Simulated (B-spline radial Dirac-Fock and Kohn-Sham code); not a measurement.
**Core-level shifts of selenium with charge state**

Method: Dirac-Fock ΔSCF + Breit + QED. Computed with a radial atomic solver. Each ion is free and in its tabulated ground configuration. No correlation.

Reference: Se, [Ar] 3d10 4s2 4p4, with K 12664.7 eV, L1 1667.8 eV, L2 1484.3 eV, M4 62.92 eV, M5 62.08 eV. Shifts from it, in eV (a dash: the subshell is empty, belongs to an open shell averaged over j, or its hole state is left out as unreliable):

| ion | configuration | K | L1 | L2 | M4 | M5 |
| --- | --- | --- | --- | --- | --- | --- |
| Se⁺ | [Ar] 3d10 4s2 4p3 | ? | ? | ? | ? | ? |
| Se²⁺ | [Ar] 3d10 4s2 4p2 | +25.5 | +25.1 | +25.1 | +24.6 | +24.6 |
| Se³⁺ | [Ar] 3d10 4s2 4p1 | +40.7 | +39.9 | +39.9 | +39.0 | +39.0 |
| Se⁴⁺ | [Ar] 3d10 4s2 | +57.2 | +56.0 | +56.0 | +54.5 | +54.5 |
| Se⁵⁺ | [Ar] 3d10 4s1 | +76.0 | +74.1 | +74.5 | +72.4 | +72.4 |

Q: Give the missing shifts for Se⁺.

A: K +11.9, L1 +11.8, L2 –, M4 +11.6, M5 +11.6 (eV).
